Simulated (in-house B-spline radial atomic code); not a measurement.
Configurations of the titanium ion Ti²⁺, with energies counted from [Ar] 3d2. Level of theory: non-relativistic SCAN, spin-polarised, spherical fractional occupations, point nucleus; calculated with an all-electron radial atomic-structure program (B-spline basis). Shells without spins written out take the highest spin.

Occupations are held fixed; configurations that lie above the ionisation limit could autoionise.

```json
{"configuration": "[Ar] 3d1 4d1", "E - E(ref) (eV)": "15.994", "highest orbital": "4d up", "its <r> (bohr)": "4.459"}
{"configuration": "[Ar] 3d1 4f1", "E - E(ref) (eV)": "19.705", "highest orbital": "4f up", "its <r> (bohr)": "5.866"}
{"configuration": "[Ne] 3s2 3p5 3d3", "E - E(ref) (eV)": "32.67", "highest orbital": "3d up", "its <r> (bohr)": "1.354"}
{"configuration": "[Ne] 3s2 3p5 3d2 4s1", "E - E(ref) (eV)": "38.815", "highest orbital": "4s up", "its <r> (bohr)": "2.749"}
{"configuration": "[Ne] 3s2 3p(2 up, 3 down) 3d(0 up, 2 down) 4p(0 up, 1 down)", "E - E(ref) (eV)": "43.944", "highest orbital": "4p down", "its <r> (bohr)": "3.194"}
{"configuration": "[Ne] 3s2 3p(2 up, 3 down) 3d(2 up, 0 down) 4f(0 up, 1 down)", "E - E(ref) (eV)": "57.413", "highest orbital": "4f down", "its <r> (bohr)": "5.953"}
```

Q: Order these further configurations by energy, lowest first.
A. [Ne] 3s2 3p5 3d2 4d1
B. [Ar] 3d(1 up, 1 down)
C. [Ne] 3s2 3p5 3d2 4f1
D. [Ne] 3s2 3p(3 up, 2 down) 3d(2 up, 0 down) 4d(0 up, 1 down)
E. [Ne] 3s2 3p(3 up, 2 down) 3d(1 up, 2 down)

A: B (1.2575 eV), E (37.726 eV), A (50.486 eV), D (50.889 eV), C (54.345 eV).

Q: How far above the reference does [Ar] 3d1 4s1 lie?

A: 4.6323 eV; its least bound orbital is 4s up with <r> = 2.802 bohr.

Q: How far above the reference does [Ar] 3d1 4p1 lie?

A: 9.6001 eV; its least bound orbital is 4p up with <r> = 3.253 bohr.
